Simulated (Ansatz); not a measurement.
`[SnH3][CH2][SnH3]` + H₂O → `O[CH2][SnH3]` + `[SnH4]` at 298.15 K and 1 bar (formal hydrolysis of a C–Sn bond).

Program: Ansatz. Geometries: PBE0-D4/def2-TZVP. ΔE: electronic, gas phase. CBS: MP2 limit from def2 TZ/QZ plus the TZ coupled-cluster correction, frozen cores. This one scheme is used for every species. Elements past krypton have def2 core potentials. For Sn outer-core shells are correlated without core-valence functions, which leaves a few kJ/mol of doubt a bond. Each species was taken in one conformer, which may not be the lowest.

| species | CCSD(T)/CBS energy (Eh) | H − E (kJ/mol) | S (J/(mol·K)) |
| --- | --- | --- | --- |
| `[SnH3][CH2][SnH3]` | -470.86997 | 197.1 | 381.7 |
| H₂O | -76.37941 | 66.4 | 188.7 |
| `O[CH2][SnH3]` | -330.81397 | 179.3 | 323.0 |
| `[SnH4]` | -216.39156 | 79.6 | 228.5 |

H − E and S are ideal-gas, rigid-rotor, harmonic terms from PBE0-D4/def2-TZVP, for one conformer and one mirror image of each species. 1 Eh = 2625.50 kJ/mol, R = 8.31446 J/(mol·K).

By hand: ΔE, ΔH, ΔS and ΔG.

ΔE = (-330.81397) + (-216.39156) − (-470.86997) − (-76.37941) = 0.04385 Eh = 115.1 kJ/mol. Δ(H − E) = 179.3 + 79.6 − 197.1 − 66.4 = -4.6, so ΔH = 110.5 kJ/mol. ΔS = 323.0 + 228.5 − 381.7 − 188.7 = -18.9 J/(mol·K). ΔG = 110.5 − 298.15 × (-18.9)/1000 = 116.1 kJ/mol.

By hand: the equilibrium constant, and the temperature at which ΔG would vanish if ΔH and ΔS stayed fixed.

log₁₀ K = −ΔG/(RT ln 10) = -20.3. ΔH and −TΔS have one sign here, so there is no such temperature.

ΔH outweighs TΔS. A doubt of 5 kJ/mol in ΔE shifts log₁₀ K by 0.9 here. Other conformers and mirror images would add mixing entropy, several J/(mol·K) or more a flexible species. Modes under 60 cm⁻¹, often nearly free rotors, make the harmonic entropy too high. These are equilibria of isolated gas molecules and say nothing of rates. Largest T1 diagnostic: 0.013 (customary marks: 0.02 for closed shells, 0.045 for open ones).
